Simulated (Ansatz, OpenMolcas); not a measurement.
## From OpenMolcas to Ansatz

This OpenMolcas 26.06 job computes BCl2F (dichlorofluoroborane):

mol.input:
```
&GATEWAY
BasLib = $CurrDir
BasisSet
F.6-311pGss....
F1 0.114370 -1.165320 -0.781190 angstrom
End of Basis
BasisSet
B.6-311pGss....
B2 0.007910 -0.080610 -0.054040 angstrom
End of Basis
BasisSet
Cl.6-311pGss....
Cl3 -1.549540 0.373780 0.571420 angstrom
Cl4 1.427260 0.872140 0.263810 angstrom
End of Basis
&SEWARD
GridInput
Grid=UltraFine
End of Grid
&SCF
KSDFT = revPBE
Thresholds = 1e-10 1e-07 1e-07 1e-05
PrOrbitals = 1 2
&ALASKA
```

```bash
$ export MOLCAS_MEM=1860
$ pymolcas mol.input > mol.log
```

(Basis files named in the input come from the Basis Set Exchange and aren't shown.)

The shape is that of a PBE0-D4/def2-TZVP optimisation.

It gives a total energy of -1045.081215 Eh.

Problem. How is this level of theory, on these atoms, set up in Ansatz 0.2.0 as an input file of the program's own, asking for the energy?

Solution. One way, which was run:

input.yaml:
```yaml
crystal:
  periodic: [false, false, false]
  atoms:
    - {symbol: F, position_ang: [0.114370, -1.165320, -0.781190]}
    - {symbol: B, position_ang: [0.007910, -0.080610, -0.054040]}
    - {symbol: Cl, position_ang: [-1.549540, 0.373780, 0.571420]}
    - {symbol: Cl, position_ang: [1.427260, 0.872140, 0.263810]}
basis:
  gaussian:
    orbitals: 6-311+G_st__st_-spherical.json
hamiltonian:
  xc: {name: revPBE}
accuracy: high
output: {orbitals: {seedname: orbitals}}
```

```bash
$ ansatz run input.yaml --threads 1 --pin off --max-ram 3480MiB --events-out events.jsonl --progress --plain --runs-dir runs
```

(Basis files named in the input come from the Basis Set Exchange and aren't shown.)

Its energy is -1045.081215 Eh, the same as the first but for the last digit, at most.
